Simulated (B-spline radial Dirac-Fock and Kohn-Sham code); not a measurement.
# Successive ionisation energies of lutetium: Dirac-Fock against NIST

Calculated with an atomic code on a B-spline grid, using Dirac-Fock (average of configuration) total-energy differences with a finite nucleus, the Breit interaction including its frequency dependence, and self-energy and vacuum-polarisation corrections. Each value is the difference of the configuration-average energies of two neighbouring ions in their tabulated ground configurations. Correlation and solid-state effects are left out. NIST's values refer to the lowest levels; many for high charge states are themselves semi-empirical or theoretical. Where a p, d or f shell is open in either ion the computed value averages over both j values and all terms, while the table refers to the lowest levels; that difference holds spin-orbit splitting (largest in heavy or highly charged ions), term energies where several electrons share open shells, and correlation, and it can reach 10 % or more.

| ion | configuration | computed (eV) | NIST (eV) | kind | NIST − computed (eV) |
| --- | --- | --- | --- | --- | --- |
| Lu³⁷⁺ | [Ar] 3d10 4s2 4p4 | 1720.2 | 1696 ± 4 | theoretical | -24.17 |
| Lu³⁸⁺ | [Ar] 3d10 4s2 4p3 | 1772.8 | 1747 ± 4 | theoretical | -25.84 |
| Lu³⁹⁺ | [Ar] 3d10 4s2 4p2 | 1826.0 | 1875 ± 4 | theoretical | +49.03 |
| Lu⁴⁰⁺ | [Ar] 3d10 4s2 4p1 | 1879.6 | 1933 ± 4 | theoretical | +53.43 |
| Lu⁴¹⁺ | [Ar] 3d10 4s2 | 2067.5 | 2067 ± 4 | theoretical | -0.50 |
| Lu⁴²⁺ | [Ar] 3d10 4s1 | 2125.5 | 2125.5 ± 1.1 | semi-empirical | +0.05 |
| Lu⁴³⁺ | [Ar] 3d10 | 3612.3 | 3590 ± 4 | theoretical | -22.30 |
| Lu⁴⁴⁺ | [Ar] 3d9 | 3734.1 | 3706 ± 4 | theoretical | -28.10 |
| Lu⁴⁵⁺ | [Ar] 3d8 | 3857.5 | 3828 ± 4 | theoretical | -29.48 |
| Lu⁴⁶⁺ | [Ar] 3d7 | 3982.4 | 3960 ± 4 | theoretical | -22.42 |
| Lu⁴⁷⁺ | [Ar] 3d6 | 4108.9 | 4086 ± 4 | theoretical | -22.93 |
| Lu⁴⁸⁺ | [Ar] 3d5 | 4237.0 | 4211 ± 4 | theoretical | -25.99 |
| Lu⁴⁹⁺ | [Ar] 3d4 | 4366.6 | 4403 ± 4 | theoretical | +36.38 |
| Lu⁵⁰⁺ | [Ar] 3d3 | 4497.8 | 4532 ± 4 | theoretical | +34.20 |
| Lu⁵¹⁺ | [Ar] 3d2 | 4630.5 | 4673 ± 4 | theoretical | +42.46 |
| Lu⁵²⁺ | [Ar] 3d1 | 4764.8 | 4803 ± 4 | theoretical | +38.16 |

Question: Where in this range is the largest relative jump, and why?

Answer: From Lu⁴²⁺ (2125.5 eV) to Lu⁴³⁺ (3612.3 eV), a factor of 1.70. The configuration goes from [Ar] 3d10 4s1 to [Ar] 3d10, so the next electron comes out of a deeper subshell.
